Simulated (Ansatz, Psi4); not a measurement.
**Worked example: the enthalpy of formation of CuF (fluorocopper)**

The species is CuF (2 atoms), meant as a singlet with charge 0. SMILES: `[F][Cu]`. The shape is that of a PBE0-D4/def2-TZVP optimisation.

```xyz
2

F     0.7510   -0.2689    0.3771
Cu   -0.7510    0.2689   -0.3771
```

Total energies at PBE/def2-TZVPP (Psi4 1.11); the atoms run unrestricted:

```
species    state   energy (Eh)
    CuF  singlet  -1740.072709
      F  doublet    -99.669123
     Cu  doublet  -1640.244949
```

Harmonic wavenumbers at PBE0-D4/def2-TZVP, in cm⁻¹: 593.

Measured heats of formation of the gaseous atoms at 298.15 K, in kJ/mol: F 79.4, Cu 337.6. Spin-orbit lowering of the atoms at 298 K (mean of the ground term's levels less their thermal mean, from spectra), in kJ/mol: F 1.29. Take 1 Eh = 2625.50 kJ/mol, 1 cm⁻¹ = 0.0119627 kJ/mol, RT = 2.479 kJ/mol.

Task: Work out the heat of formation of the gas at 298 K.

Result: 
1. Electronic atomisation energy: (-99.669123) + (-1640.244949) − (-1740.072709) = 0.158637 Eh = 416.5 kJ/mol.
2. Zero-point energy: half the sum of the wavenumbers, 296.5 cm⁻¹ = 3.5 kJ/mol.
3. Thermal vibrational enthalpy, Σ hcν̃/(exp(hcν̃/kT) − 1): 0.4 kJ/mol. Translation, rotation and pV of a linear molecule: 3.5 RT = 8.7 kJ/mol.
4. The 2 free atoms carry 5/2 RT each: 12.4 kJ/mol.
5. Spin-orbit coupling lowers the free atoms by 1.29 = 1.3 kJ/mol.
6. Atomisation enthalpy at 298 K: 416.5 − 1.3 − 3.5 − 0.4 − 8.7 + 12.4 = 415.0 kJ/mol.
7. Sum of the atoms' heats of formation: 417.0 kJ/mol. Heat of formation: 417.0 − 415.0 = +2.0 kJ/mol.

The tabulated value is -12.6 kJ/mol (NIST-JANAF tables), so this level is off by +14.6 kJ/mol, or 3.4 % of the atomisation enthalpy that the table implies (429.5 kJ/mol). Relativity is left out. Anharmonicity and any spin-orbit splitting of the molecule are left out.
